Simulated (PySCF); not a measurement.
C₃H₆AlClO₂ (SMILES CC(=O)[O][Al]([CH3])[Cl]), singlet, at a GFN2-xTB geometry (such geometries of metal compounds can be far from the true shape), atoms displaced at random by about 0.03 Å a coordinate. Base run: TPSS/STO-3G, gradient (PySCF).

Input for PySCF:
```python
from pyscf import gto, scf, dft

mol = gto.M(
    atom='''
Al   -0.04556797    0.62944601    0.48564117
Cl    1.10272130    1.89421567   -0.62805421
C    -1.26377498    0.88103502    2.01961792
H    -1.77835278   -0.09171843    2.27861732
H    -1.96696816    1.61380933    1.97917672
H    -0.63060718    1.20184506    2.92369824
O    -0.98613981   -0.56322480   -0.86462676
C    -0.22389141   -1.46313025   -0.38976861
C    -0.24204125   -2.87236258   -0.94250755
O     0.70085030   -1.15167142    0.47539671
H     0.67693003   -3.29610195   -0.86632025
H    -0.64040389   -2.73978911   -2.01173258
H    -1.03235326   -3.40327211   -0.39521997
''',
    basis='sto-3g',
    verbose=4,
)

mf = dft.RKS(mol)
mf.xc = 'tpss'
mf.kernel()
g = mf.nuc_grad_method()
grad = g.kernel()
```

The coordinate followed is x of atom 1.

The base run was repeated with changes; each row names its change, and settings that it needs were set with it.

```csv
change,dE/dx (Eh/bohr),net force (Eh/bohr)
base,0.043338,0.000113
finite difference step (bohr) = 1e-5; conv_tol = 1e-11,0.043354,-
grids.level = 1; grid_response = on,0.042841,0.000000
grids.level = 0; grid_response = off,0.042595,0.006881
grids.level = 5; grid_response = off,0.043335,0.000019
grids.level = 0; grid_response = on,___,0.000000
finite difference step (bohr) = 0.01; conv_tol = 1e-11,0.043353,-
finite difference step (bohr) = 0.2; conv_tol = 1e-11,0.043040,-
conv_tol = 1e-11,0.043338,0.000113
conv_tol = 1e-4,0.043419,0.000113
finite difference step (bohr) = 1e-3; conv_tol = 1e-11,0.043354,-
density fitting = on,0.043335,0.000113
```

Problem. Some entries are withheld; supply them.

Solution. 
- grids.level = 0; grid_response = on, dE/dx (Eh/bohr): 0.047243

The net force is zero for an exact gradient.
